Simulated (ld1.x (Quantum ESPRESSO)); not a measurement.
## An all-electron radial function and its pseudo partner (Si (Z = 14))

Columns: radius, all-electron u(r) and pseudo u(r) of the 3s shell (level -10.78 eV) of silicon in the configuration [Ne] 3s2 3p2; Wu–Cohen, scalar-relativistic, RRKJ scheme, ld1.x (Quantum ESPRESSO) 7.5.

```csv
r (bohr),all-electron,pseudo
0.115,0.0887,0.0275
0.230,-0.1964,0.0568
0.345,-0.3324,0.0896
0.460,-0.3112,0.1279
0.575,-0.1969,0.1736
0.690,-0.0424,0.2283
0.805,0.1191,0.2928
0.920,0.2693,0.3660
1.035,0.3994,0.4447
1.150,0.5064,0.5234
1.265,0.5906,0.5952
1.380,0.6534,0.6542
1.495,0.6969,0.6970
1.610,0.7235,0.7235
1.725,0.7357,0.7357
1.840,0.7360,0.7360
1.955,0.7266,0.7266
2.070,0.7097,0.7097
2.185,0.6871,0.6871
2.300,0.6602,0.6602
2.415,0.6303,0.6303
2.530,0.5986,0.5986
2.645,0.5657,0.5657
2.760,0.5324,0.5324
2.875,0.4993,0.4993
2.990,0.4667,0.4667
```

Task: How many radial nodes do the two functions have?

Result: The all-electron 3s function has n − l − 1 = 2; the pseudo-wave has 0, since the states of the same l below it are removed with the core.

Task: At about which radius was the pseudo-wave matched?

Result: 1.65 bohr. The columns agree to 0.0005 from 1.50 bohr on; several derivatives are matched, so the curves merge somewhat inside the radius.

Task: Is the pseudo-wave norm-conserving?

Result: Yes: the RRKJ scheme keeps the norm inside the radius equal to the all-electron one, which fixes the energy derivative of the logarithmic derivative at the level.
